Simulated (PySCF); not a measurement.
PySCF 2.14 output of a UHF calculation on a single atom or ion in x2c-TZVPPall with one added diffuse shell each of s, p, d, f type (7s6p5d3f1g, 80 functions), with the spin-free X2C one-electron Hamiltonian (Gaussian nucleus):

```
SCF conv_tol = 1e-09
number electrons alpha = 15  beta = 14
cycle= 1 E= -1519.02336410089  delta_E= -0.00444  |g|= 0.0244  |ddm|= 0.0274
cycle= 2 E= -1519.02344394007  delta_E= -7.98e-05  |g|= 0.00419  |ddm|= 0.00523
cycle= 3 E= -1519.02344822882  delta_E= -4.29e-06  |g|= 0.00275  |ddm|= 0.00278
cycle= 4 E= -1519.02344971227  delta_E= -1.48e-06  |g|= 0.000668  |ddm|= 0.000905
cycle= 5 E= -1519.02345045527  delta_E= -7.43e-07  |g|= 0.000221  |ddm|= 0.00181
cycle= 6 E= -1519.0234505926  delta_E= -1.37e-07  |g|= 8.61e-05  |ddm|= 0.00124
cycle= 7 E= -1519.02345064415  delta_E= -5.16e-08  |g|= 4.48e-05  |ddm|= 0.00109
cycle= 8 E= -1519.02345067451  delta_E= -3.04e-08  |g|= 3.08e-05  |ddm|= 0.00103
cycle= 9 E= -1519.02345069974  delta_E= -2.52e-08  |g|= 1.96e-05  |ddm|= 0.00136
cycle= 10 E= -1519.02345071021  delta_E= -1.05e-08  |g|= 9.1e-06  |ddm|= 0.00119
cycle= 11 E= -1519.02345071126  delta_E= -1.04e-09  |g|= 2.35e-06  |ddm|= 0.000449
cycle= 12 E= -1519.02345071126  delta_E= -9.09e-12  |g|= 4.56e-07  |ddm|= 1.75e-05
converged SCF energy = -1519.02345071126  <S^2> = 0.76577676  2S+1 = 2.015715
```

The run itself started from symmetry-adapted Hartree-Fock orbitals and held the occupation by maximum overlap, so the iterations belong to that start.

Q: Which element, charge and spin multiplicity is this?

A: Ni⁻ (nickel, charge -1), multiplicity 2; the state was [Ar] 3d9 4s2, 2D determinant.
